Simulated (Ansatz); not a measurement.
Species: C$_{2}$H$_{9}$F$_{3}$OSi$_{3}$, SMILES `FC(F)(F)[SiH2][SiH2][SiH2]OC` (charge 0, multiplicity 1), formula C2H9F3OSi3.

Question: How many basis functions does frozen-core CCSD(T)/cc-pVDZ // B3LYP-D3(BJ)/def2-SVP (Ansatz, a program for electronic structure) use, how many core orbitals are frozen, and how many electrons are correlated?

Answer: 183 basis functions and 21 frozen orbitals, which leaves 56 correlated electrons. Core time is of the order of minutes.
